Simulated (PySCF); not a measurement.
PySCF input file for C2H5I, SMILES ICC (connectivity only; charge and spin as stated), charge +1, multiplicity 2, C-PCM-ωB97X/def2-SVP. Coordinates come from a r2SCAN-D4/def2-SVP optimisation. The spin state was assumed, not searched. The def2 effective core potentials stand for the cores of I; spin–orbit coupling is left out.

```python
import numpy as np
from pyscf import gto, scf, dft
from pyscf.solvent import pcm

mol = gto.M(
    atom='''
    C    -0.41801199   -2.47228690   -0.00000000
    C     0.66770997   -1.44874922    0.00000000
    I    -0.04035701    0.65468868   -0.00000000
    H    -1.04814280   -2.43574475    0.89964790
    H     0.09942576   -3.45027924   -0.00000000
    H    -1.04814280   -2.43574475   -0.89964789
    H     1.31879684   -1.42525735    0.89392499
    H     1.31879685   -1.42525735   -0.89392499
    ''',
    basis='def2-SVP',
    ecp={'I': 'def2-svp'},
    charge=1,
    spin=1,
    max_memory=1600,
    verbose=3,
)
mf = dft.UKS(mol, xc='wb97x').density_fit(auxbasis='def2-universal-jkfit')
mf.grids.level = 3
mf.conv_tol = 1e-9
mf.max_cycle = 100
mf.kernel()
fine, coarse = mf.grids, dft.Grids(mol).set(level=1).build(with_non0tab=True)
for _ in range(3):  # follow internal instabilities
    mf.grids = coarse
    mo, _, stable, _ = mf.stability(return_status=True, nroots=4)
    mf.grids = fine
    if stable:
        break
    mf.kernel(mf.make_rdm1(mo, mf.mo_occ))
res = {}
for name, eps in {'water': 78.355, '2-propanol': 19.264, 'methanol': 32.613}.items():
    s = mf.PCM()
    s.with_solvent.method, s.with_solvent.eps, s.with_solvent.lebedev_order = 'C-PCM', eps, 29
    s.kernel(mf.make_rdm1())
    res[name] = (s.e_tot, eps, s.dip_moment(), s.mo_energy, s.converged)
    print(f'{name}: electrostatic solvation free energy {(s.e_tot - mf.e_tot) * 627.509474:.3f} kcal/mol')
```

It prints:

```

WARN: HOMO -0.701563437209817 >= LUMO -0.701563437209812

converged SCF energy = -376.538569018176  <S^2> = 0.75264784  2S+1 = 2.0026461
<class 'pyscf.df.df_jk.DFUKS'> wavefunction is stable in the internal stability analysis

WARN: PCM is an experimental feature. It is still in testing.
Features and APIs may be changed in the future.

converged SCF energy = -376.634250995445  <S^2> = 0.7526381  2S+1 = 2.0026364

WARN: System has nonzero charge 1; the dipole moment is origin-dependent.
Location of origin: [0. 0. 0.]

Dipole moment(X, Y, Z, Debye):  1.00454, -1.55307,  0.00000
water: electrostatic solvation free energy -60.041 kcal/mol

WARN: PCM is an experimental feature. It is still in testing.
Features and APIs may be changed in the future.

converged SCF energy = -376.630425818863  <S^2> = 0.75263843  2S+1 = 2.0026367

WARN: System has nonzero charge 1; the dipole moment is origin-dependent.
Location of origin: [0. 0. 0.]

Dipole moment(X, Y, Z, Debye):  0.99443, -1.57464,  0.00000
2-propanol: electrostatic solvation free energy -57.641 kcal/mol

WARN: PCM is an experimental feature. It is still in testing.
Features and APIs may be changed in the future.

converged SCF energy = -376.632501577375  <S^2> = 0.75263825  2S+1 = 2.0026365

WARN: System has nonzero charge 1; the dipole moment is origin-dependent.
Location of origin: [0. 0. 0.]

Dipole moment(X, Y, Z, Debye):  0.99990, -1.56299,  0.00000
methanol: electrostatic solvation free energy -58.944 kcal/mol
```

Self-consistency was reached.
